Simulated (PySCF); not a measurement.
HfCl: one state, many levels of theory

State: ²Δ (doublet), unpaired electrons δ ↑. Set-up: PySCF, scalar-relativistic core potentials, basis sets Hf def2-TZVPPD with ECP60, Cl def2-TZVPPD. De refers to Hf (5d2 6s2) + Cl in their high-spin ground configurations, without counterpoise correction. The functionals are run spin-unrestricted. A positive dipole means Hf(−)Cl(+). Levels whose curve was spin-contaminated or gave no clean fit are not listed.

```tsv
Level	Re (Å)	ωe (cm⁻¹)	De (eV)	μ (D)	CPU s a point (SCF and correlation, without the integrals)
ROHF	2.368	356	n/a	-2.36	2.1
ROHF-MP2	2.305	382	n/a	n/a	4.3
ROHF-SCS-MP2	2.320	376	n/a	n/a	n/a
ROHF-CCSD	2.329	374	4.88	n/a	n/a
ROHF-CCSD(T)	2.324	376	5.04	n/a	300
PBE	2.304	371	n/a	-1.50	2.5
revPBE	2.316	363	n/a	-1.47	1.5
PW91	2.303	372	n/a	-1.54	1.5
PBE0	2.304	376	n/a	-1.67	5.8
HSE06	2.305	375	n/a	-1.74	5.1
MN15	2.301	377	n/a	-1.88	6.1
```

The bond length runs from 2.301 Å (MN15) to 2.368 Å (ROHF).

Correlated steps freeze 5 core orbitals. De is left out where the level can put another filling of the metal’s s and d shells below the measured ground configuration, by anything from nothing to about 1 eV. Spin–orbit coupling is left out, which matters for elements this heavy, above all for dissociation energies. UHF is strongly spin-contaminated for HfCl, so the ROHF reference used there is far from stable. The state is the lowest single determinant that the PBE0 search found; with open d or f shells the true ground state can be another one.

The whole job (state search and all levels along the bond) took about 28 min on 2 threads of Arm Neoverse V1 (shared host), peak memory 6.2 GiB.
